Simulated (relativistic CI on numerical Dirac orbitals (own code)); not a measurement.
**Ge³⁺: what numerical and physical settings do to a radial Dirac CI calculation**

Reference input:

```
atom Ge  Z=32  charge=3  electrons=29
nucleus A=74  rms_radius_fm=4.0742
hamiltonian dirac-coulomb  breit=on  qed=on  c_scale=1
orbitals kli  potential=per-configuration
slater_scale 1
correlation none
mixing on
grid step=0.0125 r_max=37.3
scf mixing=0.4 start=green max_iterations=150 tolerance=2e-08 node_fill=0.05
configurations
  [Ar] 3d10 4s
  [Ar] 3d10 4p
end
```

Computed lowest total energy -2093.87719 Ha, first excitation 78948.9 cm⁻¹, 24 SCF steps. Runs with settings changed; * marks those that are bad on purpose (the QED terms keep the true α when c is scaled):

| Changed | Outcome | Lowest level | ΔE (Ha) | First excitation (cm⁻¹) | SCF steps | Message |
| --- | --- | --- | --- | --- | --- | --- |
| end of the grid at 18.65 bohr, node fill of the KLI weights 0.2, QED terms off | converged | 4s ²S1/2 | -0.633 | 79022.2 | 24 |  |
| speed of light × 2 | converged | 4s ²S1/2 | 15.9 | 77351.9 | 24 |  |
| QED terms off, iteration limit 30, speed of light × 0.8 | converged | 4s ²S1/2 | -13.1 | 80353.4 | 24 |  |
| Slater scale 1.2, SCF mixing 0.05, end of the grid at 55.95 bohr | converged | 4s ²S1/2 | 2.05e-09 | 78948.9 | 31 |  |
| Slater scale 5 * | converged | 4s ²S1/2 | 0 | 78948.9 | 24 |  |
| grid step 0.15 * | converged | 4s ²S1/2 | 0.00732 | 78990.5 | 24 | orbitals of one symmetry overlap by 3.4e-05 |

With so few configurations and no correlation, terms lie too far apart (by 10 to 50 % near neutrality), their order can be wrong, and levels of other configurations are missing.
